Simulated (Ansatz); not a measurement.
Reactions of CH4Cl2GeO2 (`C[O][Ge]([OH])([Cl])[Cl]`).

Program: Ansatz. Geometries: PBE0-D4/def2-TZVP. ΔE: electronic, gas phase. CCSD(T)/CBS adds triple-zeta CCSD(T) − MP2 to the extrapolated MP2 energy (def2 sets, frozen cores). This one scheme is used for every species, atoms too. Functionals use def2-TZVPP. Open shells (•) are unrestricted, without spin–orbit coupling. Spin–orbit coupling would lower the free atoms: a little for C, Cl, O; clearly for Ge. For Ge outer-core shells are correlated without core-valence functions, so the limit isn't a true one: a few kJ/mol of doubt a bond, and 10 to 20 or more in all where bonds break to atoms. Scalar relativity is left out up to krypton. Each species was taken in one conformer, which may not be the lowest.

```
                                                                            reaction  CCSD(T)/CBS(def2) (eV)
                                   `C[O][Ge]([OH])([Cl])[Cl]` → Cl₂ + `C[O][Ge][OH]`                    3.71
                          `C[O][Ge]([OH])([Cl])[Cl]` → `[OH][GeH]([Cl])[Cl]` + `C=O`                    1.52
                `C[O][Ge]([OH])([Cl])[Cl]` + CH₄ → `C[O][Ge]([CH3])([OH])[Cl]` + HCl                       ?
                         `C[O][Ge]([OH])([Cl])[Cl]` → C• + 2 Cl• + Ge• + 4 H• + 2 O•                   37.12
                     `C[O][Ge]([OH])([Cl])[Cl]` + H₂ → `[OH][GeH]([Cl])[Cl]` + CH₃OH                    0.23
                `C[O][Ge]([OH])([Cl])[Cl]` + H–F → `[OH][Ge]([F])([Cl])[Cl]` + CH₃OH                   -0.11
                        `C[O][Ge]([OH])([Cl])[Cl]` → `[OH][Ge]([Cl])[Cl]`• + `C[O]`•                       ?
         `C[O][Ge]([OH])([Cl])[Cl]` → `[CH2]` (triplet) + `[OH][Ge]([OH])([Cl])[Cl]`                    3.96
                 `C[O][Ge]([OH])([Cl])[Cl]` + H₂S → `C[O][Ge]([SH])([Cl])[Cl]` + H₂O                   -0.13
`C[O][Ge]([OH])([Cl])[Cl]` + `CC(O)(F)F` → `COC(C)(F)F` + `[OH][Ge]([OH])([Cl])[Cl]`                       ?
```

Task: Fill in the missing values. (Best estimate.)

Result: The calculation gave: `C[O][Ge]([OH])([Cl])[Cl]` + CH₄ → `C[O][Ge]([CH3])([OH])[Cl]` + HCl: +0.66 eV; `C[O][Ge]([OH])([Cl])[Cl]` → `[OH][Ge]([Cl])[Cl]`• + `C[O]`•: +4.29 eV; `C[O][Ge]([OH])([Cl])[Cl]` + `CC(O)(F)F` → `COC(C)(F)F` + `[OH][Ge]([OH])([Cl])[Cl]`: +0.06 eV.

Largest T1 diagnostic: 0.019, for `C[O]`•.
